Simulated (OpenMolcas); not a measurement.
## Cu⁴⁺: effect of the active space

```json
{
 "Program": "OpenMolcas 26.06",
 "Method": "MS-CASPT2, IPEA 0.25 Eh, imaginary shift 0.1 Eh",
 "Basis": "ANO-RCC-VQZP",
 "Scalar Hamiltonian": "DKH2, point nucleus",
 "Spin-orbit coupling": "state interaction with AMFI integrals over the reference wave functions, term energies averaged over their components"
}
```

A. 7 electrons in 5 orbitals (3d); 2S+1 = 4 even, 10 roots; 2S+1 = 2 even, 40 roots; closed shells correlated: 3s 3p; CASPT2 step about 22 core-seconds
B. 7 electrons in 10 orbitals (3d 4d); 2S+1 = 4 even, 10 roots; 2S+1 = 2 even, 40 roots; closed shells correlated: 3s 3p; CASPT2 step of the order of 40 core-minutes

Energies in cm-1 above 3d7 4F 9/2, the measured ground level; measured values from Sugar and Musgrove, J. Phys. Chem. Ref. Data 19, 527 (1990).

| Level | A | B | Measured |
| --- | --- | --- | --- |
| 3d7 4F 9/2 | 0.0 | 0.0 | 0.0 |
| 3d7 4F 7/2 | 1552 | 1526 | 1616 |
| 3d7 4F 5/2 | 2660 | 2610 | 2759 |
| 3d7 4F 3/2 | 3410 | 3350 | 3528 |
| 3d7 4P 5/2 | 20730 | 20930 | 20827 |
| 3d7 4P 3/2 | 20940 | 21140 | 21066 |
| 3d7 4P 1/2 | 21860 | 22030 | 21935 |
| 3d7 2G 9/2 | 22010 | 22680 | 22575 |
| 3d7 2G 7/2 | 23490 | 24150 | 24100 |
| 3d7 2P 3/2 | 26490 | 26930 | 27016 |
| 3d7 2P 1/2 | 27770 | 28230 | 28367 |
| 3d7 2H 11/2 | 30360 | 30900 | 30402 |
| 3d7 2D 5/2(1) | 30570 | 31260 | 30966 |
| 3d7 2H 9/2 | 31710 | 32230 | 31823 |
| 3d7 2D 3/2(1) | 32830 | 33520 | 33292 |
| 3d7 2F 5/2 | 49140 | 49770 | 49490 |
| 3d7 2F 7/2 | 49810 | 50470 | 50072 |
| 3d7 2D 3/2(2) | 77440 | 77860 | 76838 |
| 3d7 2D 5/2(2) | 78230 | 78760 | 77668 |

Deviations, from unrounded energies. A percentage is the sum of absolute deviations over the sum of measured energies, with the sign that they share, or ± where signs differ.

```tsv
Against measurement	Levels	A	B
mean absolute deviation (cm-1)	18	310	290
fine structure of the ground term (%)	3	-3.6	-5.3
other terms of the ground configuration (%)	15	±1.0	±0.9
```

B lies closest to measurement on these levels. The largest miss of B in the table is 3d7 2D 5/2(2), by +1100 cm-1. The ranking rests on the paired levels alone, and a cruder setting can come out closer through cancelling errors.

The two smallest mean deviations differ by little beside CASPT2's spread within terms, so their order carries little weight.

Between A and B the level of the table that moves most is 3d7 2D 5/2(1), by 690 cm-1 (lowest in A, highest in B). Moves below CASPT2's spread within the term are not significant.

CASPT2 does not keep the components of a term degenerate, so their means are used; among the terms shown or strongly mixed into the levels shown the widest spread is 1100 cm-1 (3d7 4F, B). The CASPT2 spread within a term exceeds the gap to the next term for 3d7 2H and 3d7 2D(1), so the order of their levels is uncertain. Active for correlation alone: 4d; no level in the range computed is led by a configuration that fills it, so any true level of that kind is missing (holds for B). Measured partners are found by configuration, term and J. A level has none where our copy of the source lacks it or the pairing is in doubt (some pairs that miss far off the trend of their configuration count as doubtful), and it then counts in no deviation. Only configurations of the active space appear.

A number in round brackets counts repeated terms of one configuration in the order of the reference energies.
